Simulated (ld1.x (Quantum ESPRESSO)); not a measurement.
# Reading a pseudo-wave (Ta)

Columns: radius, all-electron u(r) and pseudo u(r) of the 6s shell (level -5.47 eV) of tantalum in the configuration [Xe] 4f14 5d3 6s2 6p0; PBEsol, scalar-relativistic, TM scheme, ld1.x (Quantum ESPRESSO) 7.5.

```tsv
r (bohr)	all-electron	pseudo
0.163	0.1213	-0.0414
0.325	-0.1671	-0.0792
0.488	-0.0634	-0.1110
0.650	0.1723	-0.1350
0.813	0.2871	-0.1523
0.975	0.2660	-0.1664
1.138	0.1604	-0.1828
1.300	0.0197	-0.2076
1.463	-0.1260	-0.2473
1.625	-0.2578	-0.3053
1.788	-0.3695	-0.3802
1.950	-0.4579	-0.4586
2.113	-0.5251	-0.5251
2.275	-0.5724	-0.5724
2.438	-0.6032	-0.6032
2.600	-0.6198	-0.6198
2.763	-0.6249	-0.6249
2.925	-0.6208	-0.6208
3.088	-0.6091	-0.6091
3.250	-0.5919	-0.5919
3.413	-0.5703	-0.5703
3.575	-0.5456	-0.5456
3.738	-0.5187	-0.5187
3.900	-0.4907	-0.4907
4.063	-0.4618	-0.4618
4.225	-0.4329	-0.4329
```

(1) How many radial nodes do the two functions have?

(2) At about which radius was the pseudo-wave matched?

(3) Where does each function peak?

(4) Is the pseudo-wave norm-conserving?

Results:

(1) The all-electron 6s function has n − l − 1 = 5 (the table is too coarse to show those close to the nucleus); the pseudo-wave has 0, since the states of the same l below it are removed with the core.

(2) 2.15 bohr, where the columns begin to agree (steps of 0.16 bohr).

(3) Outermost all-electron maximum near 2.76 bohr, pseudo maximum near 2.76 bohr (to the table’s step).

(4) Yes: the TM scheme keeps the norm inside the radius equal to the all-electron one, which fixes the energy derivative of the logarithmic derivative at the level.
